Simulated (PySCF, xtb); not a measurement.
C₂H₅FN₂Si, SMILES N[Si@@H]1C=N[C@@H]1F.

The structure is a stationary point at PBE0-D3(BJ)/def2-SVP. The structure was generated by enumeration; whether it is a known compound was not checked. One conformer was computed; it need not be the lowest.

Calculation: IEF-PCM-B3LYP/def2-SVP in PySCF 2.14.0.

The values are the electrostatic part of the solvation free energy, E(continuum) − E(gas) at the gas-phase geometry, in a cavity of scaled van der Waals radii (PySCF's table); cavitation and dispersion terms are not included. In vacuum the orbital gap is 5.53 eV. The dipole moment in vacuum is 3.30 D.

Computed values in water (ε = 78.36), ethanol (ε = 24.85), n-hexane (ε = 1.88):
| solvent | ε | ΔG(elec) (kcal/mol) | dipole (D) | gap (eV) |
|---|---|---|---|---|
| water | 78.36 | -6.6 | 4.15 | 5.64 |
| ethanol | 24.85 | -6.3 | 4.11 | 5.64 |
| n-hexane | 1.88 | -2.4 | 3.60 | 5.57 |

For comparison, GFN2-xTB/ALPB(water) (xtb, at the GFN2-xTB geometry, all terms of that model) gives -8.6 kcal/mol.
